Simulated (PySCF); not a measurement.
Compound: delta-valerolactone, C5H8O2.
Bonds: O1–C2 (double), C2–C3, C3–C4, C4–C5, C5–C6, C6–O7, C2–O7. Hydrogens: H8, H9 on C3; H10, H11 on C4; H12, H13 on C5; H14, H15 on C6.

The closed-shell ground state was solved at several levels (PySCF, density fitting, gas phase, non-relativistic). The structure is a single PBE0-D3(BJ)/def2-SVP conformer in the gas phase; no vibrational or solvent corrections.

| level | basis functions | HOMO (eV) | LUMO (eV) | gap (eV) | dipole (D) |
| --- | --- | --- | --- | --- | --- |
| B3LYP/pcJ-1 | 269 | -7.37 | -0.06 | 7.31 | 4.85 |
| PBE0/pcSseg-1 | 159 | -7.65 | 0.21 | 7.86 | 4.86 |
| CAM-B3LYP/def2-SVPD | 210 | -9.24 | 0.86 | 10.10 | 5.06 |

Question: Estimate the row for wB97X-D/pcSseg-2, a basis of 364 functions; the other rows only guide the guess.

Answer: HOMO -9.58 eV, LUMO 1.74 eV, gap 11.32 eV, dipole 4.96 D.

Question: Over all these levels, which gives the widest orbital gap and which the narrowest?

Answer: wB97X-D/pcSseg-2 (range-separated hybrid) has the widest, 11.32 eV, and B3LYP/pcJ-1 (global hybrid, 20 % exact exchange) the narrowest, 7.31 eV. Functional and basis both differ between the two, so the spread mixes both effects.

Question: How far do the dipole and the HOMO energy spread over the levels?

Answer: The dipole runs from 4.85 to 5.06 D (mean 4.93 D) and the HOMO from -9.58 to -7.37 eV.
